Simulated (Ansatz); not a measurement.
`C[CH2][InH][F]` + H₂S → `[F][InH][SH]` + `CC` at 298.15 K and 1 bar (ligand exchange at the In–C bond).

Computed with Ansatz on PBE0-D4/def2-TZVP structures; ΔE is electronic, products minus reactants. CCSD(T)/CBS is the MP2 limit (def2-TZVPP, def2-QZVPP) plus CCSD(T) − MP2 in def2-TZVPP, frozen cores. This one scheme is used for every species. def2 core potentials past Kr. For In outer-core shells are correlated without core-valence functions, which leaves a few kJ/mol of doubt a bond. One conformer a species, not always the lowest.

| species | CCSD(T)/CBS energy (Eh) | H − E (kJ/mol) | S (J/(mol·K)) |
| --- | --- | --- | --- |
| `C[CH2][InH][F]` | -369.34165 | 209.9 | 357.3 |
| H₂S | -398.97279 | 49.9 | 205.7 |
| `[F][InH][SH]` | -688.63795 | 60.8 | 317.4 |
| `CC` | -79.71954 | 207.7 | 227.7 |

H − E and S are ideal-gas, rigid-rotor, harmonic terms from PBE0-D4/def2-TZVP, for one conformer and one mirror image of each species. 1 Eh = 2625.50 kJ/mol, R = 8.31446 J/(mol·K).

**Question.** By hand: ΔE, ΔH, ΔS and ΔG.

**Answer.** ΔE = (-688.63795) + (-79.71954) − (-369.34165) − (-398.97279) = -0.04305 Eh = -113.0 kJ/mol. Δ(H − E) = 60.8 + 207.7 − 209.9 − 49.9 = 8.7, so ΔH = -104.3 kJ/mol. ΔS = 317.4 + 227.7 − 357.3 − 205.7 = -17.9 J/(mol·K). ΔG = -104.3 − 298.15 × (-17.9)/1000 = -99.0 kJ/mol.

**Question.** By hand: the equilibrium constant, and the temperature at which ΔG would vanish if ΔH and ΔS stayed fixed.

**Answer.** log₁₀ K = −ΔG/(RT ln 10) = 17.3. ΔG = 0 at ΔH/ΔS = 5827 K, far beyond where these terms or the molecules hold.

ΔH outweighs TΔS. A doubt of 5 kJ/mol in ΔE shifts log₁₀ K by 0.9 here. Other conformers and mirror images would add mixing entropy, several J/(mol·K) or more a flexible species. Modes under 60 cm⁻¹, often nearly free rotors, make the harmonic entropy too high. These are equilibria of isolated gas molecules and say nothing of rates. Largest T1 diagnostic: 0.016 (customary marks: 0.02 for closed shells, 0.045 for open ones).
